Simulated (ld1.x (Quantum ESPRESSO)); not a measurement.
# An all-electron radial function and its pseudo partner (phosphorus (P))

Columns: radius, all-electron u(r) and pseudo u(r) of the 3s shell (level -14.67 eV) of phosphorus in the configuration [Ne] 3s1 3p4; PBE, scalar-relativistic, TM scheme, ld1.x (Quantum ESPRESSO) 7.5.

```tsv
r (bohr)	all-electron	pseudo
0.075	0.1790	0.0256
0.150	-0.0388	0.0516
0.225	-0.2489	0.0787
0.300	-0.3603	0.1074
0.375	-0.3750	0.1381
0.450	-0.3188	0.1716
0.525	-0.2181	0.2085
0.600	-0.0941	0.2495
0.675	0.0380	0.2950
0.750	0.1679	0.3456
0.825	0.2892	0.4011
0.900	0.3983	0.4608
0.975	0.4933	0.5231
1.050	0.5738	0.5852
1.125	0.6404	0.6434
1.200	0.6938	0.6943
1.275	0.7351	0.7351
1.350	0.7649	0.7649
1.425	0.7846	0.7846
1.500	0.7952	0.7952
1.575	0.7980	0.7980
1.650	0.7940	0.7940
1.725	0.7844	0.7844
1.800	0.7701	0.7701
1.875	0.7520	0.7520
1.950	0.7308	0.7308
```

(1) How many radial nodes do the two functions have?

(2) At about which radius was the pseudo-wave matched?

(3) Is the pseudo-wave norm-conserving?

Answers

(1) The all-electron 3s function has n − l − 1 = 2; the pseudo-wave has 0, since the states of the same l below it are removed with the core.

(2) 1.35 bohr. The columns agree to 0.0005 from 1.27 bohr on; several derivatives are matched, so the curves merge somewhat inside the radius.

(3) Yes: the TM scheme keeps the norm inside the radius equal to the all-electron one, which fixes the energy derivative of the logarithmic derivative at the level.
